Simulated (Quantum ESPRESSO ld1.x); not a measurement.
Values are calculated unless marked as measured or tabulated.
Question: Mn I, configuration [Ar] 3d7 (not the ground configuration). Code: ld1.x of Quantum ESPRESSO 7.5. Model: scalar-relativistic Kohn-Sham, relativistic LDA (MacDonald-Vosko exchange, VWN5 correlation), spin-unpolarised, spherical densities, point nucleus. Some entries of the table are withheld. Estimate them.

| orbital | occ. | eigenvalue (hartree) | <1/r> (bohr^-1) | <r> (bohr) |
|---|---|---|---|---|
| 1s | 2 | -234.892 | 24.84 | 0.06110 |
| 2s | 2 | (1) | 5.287 | 0.2804 |
| 2p | 6 | -22.8463 | 5.195 | 0.2475 |
| 3s | 2 | -2.88181 | 1.647 | (2) |
| 3p | 6 | (3) | 1.504 | 0.9187 |
| 3d | 7 | -0.06169 | 0.9769 | 1.593 |

Answer: 
(1) 2s eigenvalue (hartree): -26.9477
(2) 3s <r> (bohr): 0.8606
(3) 3p eigenvalue (hartree): -1.75787
